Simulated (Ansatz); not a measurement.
`N[SiH]1C[SiH2]1` at its PBE0-D4/def2-TZVP geometry, where that method's forces vanish. The species carries charge 0 and has multiplicity 1.

```xyz
11

N     0.4072    0.5754   -1.8809
Si   -0.1094   -0.5071   -0.6590
C     0.7362   -0.3384    1.0183
Si   -1.0521    0.2930    1.2131
H    -0.2684    1.0920   -2.4179
H     1.2514    0.4095   -2.4051
H    -0.3389   -1.9221   -1.0553
H     1.5094    0.4232    1.1032
H     1.0086   -1.2474    1.5505
H    -1.9489   -0.5245    2.0655
H    -1.1953    1.7465    1.4677
```

Problem. What forces (eV/Å) does B3LYP-D4/def2-TZVPP give on these atoms in Ansatz 0.2.0? (An estimate is asked.)

Solution. Computed: 
```
N1   0.017  0.033 -0.060
Si2 -0.071 -0.192 -0.024
C3   0.154 -0.023  0.078
Si4 -0.176  0.089  0.113
H5   0.020  0.016 -0.029
H6   0.006  0.028 -0.026
H7   0.019  0.082  0.011
H8  -0.029 -0.066  0.009
H9   0.005  0.065 -0.026
H10  0.053  0.059 -0.043
H11  0.002 -0.091 -0.004
```

B3LYP here is the variant with VWN-RPA as its local correlation; programs differ in this.
